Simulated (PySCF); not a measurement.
Compound: CH10GeO2Si2.
Z-matrix (Å and degrees, PBE0-D3(BJ)/def2-SVP geometry), rows numbered from 1:
```
C 
Si  1  1.8712
O   2  1.6684  1  111.03
Ge  3  1.7630  2  135.78  1    21.79
O   4  1.7719  3  107.65  2    44.04
Si  5  1.6621  4  134.91  3    50.41
H   1  1.1016  2  110.53  3  -179.02
H   1  1.1012  2  111.30  3    61.00
H   1  1.1014  2  110.61  3   -59.42
H   2  1.4936  1  110.77  3  -119.54
H   2  1.4958  1  109.87  3   120.58
H   4  1.5331  3  106.69  2   162.02
H   4  1.5329  3  110.62  2   -71.20
H   6  1.4907  5  108.36  4   155.64
H   6  1.4965  5  110.87  4    35.54
H   6  1.4950  5  110.20  4   -84.89
```

Theory: PySCF, TDDFT PBE0/def2-SVPD, vertical, gas phase, core orbitals frozen in the response. Relativistic effects, spin–orbit coupling among them, are left out although an element past zinc is present.

List the vertical singlet excitations with oscillator strengths and describe the spectrum.

```tsv
state	E (eV)	λ (nm)	f	|μ| (D)	main configurations (H = HOMO, L = LUMO)
S1	7.01	177.0	0.0038	0.38	H→L (66%), H-2→L (26%)
S2	7.17	172.9	0.0059	0.47	H→L+1 (85%)
S3	7.22	171.8	0.0057	0.46	H-1→L (76%), H-3→L (17%)
S4	7.36	168.5	0.0010	0.19	H-2→L (57%), H→L (27%)
S5	7.41	167.3	0.0031	0.33	H-1→L+1 (84%)
S6	7.61	163.0	0.033	1.06	H→L+2 (92%)
S7	7.75	160.0	0.010	0.60	H-1→L+2 (60%), H-3→L (24%)
S8	7.78	159.4	0.0087	0.54	H-2→L+1 (81%)
S9	7.86	157.8	0.036	1.09	H-3→L (48%), H-1→L+2 (28%), H-1→L (10%)
S10	8.03	154.4	0.066	1.47	H-2→L+2 (91%)
```

Triplets (Tamm–Dancoff): T1 6.66 eV, H→L (44%), H-2→L (40%); T2 6.79 eV, H→L+1 (79%); T3 6.86 eV, H-1→L (46%), H-3→L (24%), H-2→L (11%); T4 7.08 eV, H-1→L+1 (80%).

The lowest singlet comes at 177 nm (676 kJ/mol) in the vacuum ultraviolet; it is very weak; its leading configuration is HOMO→LUMO (66%). The strongest level in the table is S10 at 8.03 eV (154 nm, f = 0.066). It is the last of those listed, so stronger ones may follow. Löwdin shares by element: HOMO oxygen 38%, silicon 16% or more, hydrogen 14% or more (atoms not listed hold the other 33%); LUMO silicon 25% or more, germanium 18%, oxygen 12% or more, hydrogen 8% or more (atoms not listed hold the other 36%). Of the 10 states listed, 4 reach f = 0.01 and none stays under 0.0005. Orbital energies (eV): HOMO-3 -9.10, HOMO-2 -8.77, HOMO-1 -8.53, HOMO -8.35, LUMO -0.13, LUMO+1 0.17, LUMO+2 0.28. The oscillator strengths of these states sum to 0.172; summed over the whole spectrum of an exact calculation they would give the number of electrons, 92 (Thomas–Reiche–Kuhn). All these states lie below the vertical ionisation energy of 10.04 eV (ΔSCF). The window holds the lowest 10 singlets.

Hardware: Arm Neoverse V2, one thread, shared host. Cost: 5.5 min.

One conformer stands for the species.
